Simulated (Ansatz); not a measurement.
Species: C$_{2}$H$_{8}$NSi (charge 0, doublet). It need not be the lowest isomer of its formula. 
Coordinates optimised at B3LYP-D3(BJ)/def2-TZVP (Ansatz, a first-principles code):
```
Si
N 1 1.7395
H 2 1.0096 1 119.44
H 2 1.0096 3 110.08 1 -143.82
C 1 1.8856 2 106.97 3 169.40
H 5 1.0915 1 110.74 2 179.83
H 5 1.0917 6 107.67 1 122.14
H 5 1.0945 6 108.46 7 116.89
C 1 1.8856 2 106.97 3 50.14
H 9 1.0915 1 110.74 2 -179.83
H 9 1.0917 10 107.67 1 -122.14
H 9 1.0945 10 108.46 11 -116.89
```
Charge 0, spin multiplicity 2.

Property: atomisation energy (electronic, to ground-state atoms), in eV. Cores are frozen in the correlated levels unless marked. UHF or UKS for open shells. Spin-orbit coupling is left out. Non-relativistic. The coupled-cluster limit lacks core correlation, which all-electron functionals hold. CBS marks a two-point X^-3 extrapolation of the correlation energy; Hartree-Fock from the larger set. The bracket is a focal-point correction in the basis named.

```
level                                                                 program  atomisation energy (eV)  minus last row
-------------------------------------------------------------  --------------  -----------------------  --------------
HF/6-31G                                                               Ansatz                    30.40          -14.31
HF/cc-pV(D+d)Z                                                         Ansatz                    32.22          -12.49
PBE-D3(BJ)/def2-TZVPD                                          Ansatz + dftd3                    45.40            0.69
B97M-V/def2-TZVPD                                                      Ansatz                    44.77            0.06
PBE0/def2-SVP                                                          Ansatz                    44.55           -0.16
BHLYP/def2-TZVPD                                                       Ansatz                    43.56           -1.15
LC-wPBE-D4/def2-TZVPD                                          Ansatz + dftd4                    44.85            0.14
B2GP-PLYP-D4/def2-TZVPD                                        Ansatz + dftd4                    44.11           -0.60
MP2/6-31G                                                              Ansatz                    37.17           -7.54
MP2/cc-pV(D+d)Z                                                        Ansatz                    41.16           -3.55
SCS-MP2/STO-3G                                                         Ansatz                    45.09            0.38
CCSD(T)/6-31G*                                                         Ansatz                    39.85           -4.86
CCSD(T)/cc-pV(Q+d)Z                                                    Ansatz                    44.26           -0.45
RI-MP2/CBS(cc-pV(T+d)Z,cc-pV(Q+d)Z)+[CCSD(T)-MP2]/cc-pV(Q+d)Z          Ansatz                    44.72            0.01
CCSD(T)/CBS(cc-pV(T+d)Z,cc-pV(Q+d)Z)                                   Ansatz                    44.71            0.00
```
